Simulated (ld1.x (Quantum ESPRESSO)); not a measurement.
# An all-electron radial function and its pseudo partner (S (Z = 16))

Columns: radius, all-electron u(r) and pseudo u(r) of the 3p shell (level -6.99 eV) of sulfur in the configuration [Ne] 3s2 3p4; PBEsol, non-relativistic, RRKJ scheme, ld1.x (Quantum ESPRESSO) 7.5.

```json
{"r (bohr)": "0.078", "all-electron": "0.1157", "pseudo": "-0.0029"}
{"r (bohr)": "0.155", "all-electron": "0.2571", "pseudo": "-0.0118"}
{"r (bohr)": "0.232", "all-electron": "0.3256", "pseudo": "-0.0273"}
{"r (bohr)": "0.310", "all-electron": "0.3191", "pseudo": "-0.0507"}
{"r (bohr)": "0.388", "all-electron": "0.2579", "pseudo": "-0.0829"}
{"r (bohr)": "0.465", "all-electron": "0.1650", "pseudo": "-0.1236"}
{"r (bohr)": "0.542", "all-electron": "0.0564", "pseudo": "-0.1729"}
{"r (bohr)": "0.620", "all-electron": "-0.0581", "pseudo": "-0.2306"}
{"r (bohr)": "0.698", "all-electron": "-0.1694", "pseudo": "-0.2938"}
{"r (bohr)": "0.775", "all-electron": "-0.2716", "pseudo": "-0.3590"}
{"r (bohr)": "0.852", "all-electron": "-0.3638", "pseudo": "-0.4241"}
{"r (bohr)": "0.930", "all-electron": "-0.4458", "pseudo": "-0.4869"}
{"r (bohr)": "1.008", "all-electron": "-0.5162", "pseudo": "-0.5440"}
{"r (bohr)": "1.085", "all-electron": "-0.5745", "pseudo": "-0.5930"}
{"r (bohr)": "1.162", "all-electron": "-0.6221", "pseudo": "-0.6338"}
{"r (bohr)": "1.240", "all-electron": "-0.6601", "pseudo": "-0.6667"}
{"r (bohr)": "1.318", "all-electron": "-0.6887", "pseudo": "-0.6917"}
{"r (bohr)": "1.395", "all-electron": "-0.7087", "pseudo": "-0.7097"}
{"r (bohr)": "1.472", "all-electron": "-0.7216", "pseudo": "-0.7217"}
{"r (bohr)": "1.550", "all-electron": "-0.7283", "pseudo": "-0.7283"}
{"r (bohr)": "1.628", "all-electron": "-0.7294", "pseudo": "-0.7294"}
{"r (bohr)": "1.705", "all-electron": "-0.7259", "pseudo": "-0.7259"}
{"r (bohr)": "1.782", "all-electron": "-0.7186", "pseudo": "-0.7186"}
{"r (bohr)": "1.860", "all-electron": "-0.7079", "pseudo": "-0.7079"}
{"r (bohr)": "1.938", "all-electron": "-0.6945", "pseudo": "-0.6945"}
{"r (bohr)": "2.015", "all-electron": "-0.6792", "pseudo": "-0.6792"}
```

Q: How many radial nodes do the two functions have?

A: The all-electron 3p function has n − l − 1 = 1; the pseudo-wave has 0, since the states of the same l below it are removed with the core.

Q: At about which radius was the pseudo-wave matched?

A: 1.55 bohr. The columns agree to 0.0005 from 1.47 bohr on; several derivatives are matched, so the curves merge somewhat inside the radius.

Q: Is the pseudo-wave norm-conserving?

A: Yes: the RRKJ scheme keeps the norm inside the radius equal to the all-electron one, which fixes the energy derivative of the logarithmic derivative at the level.
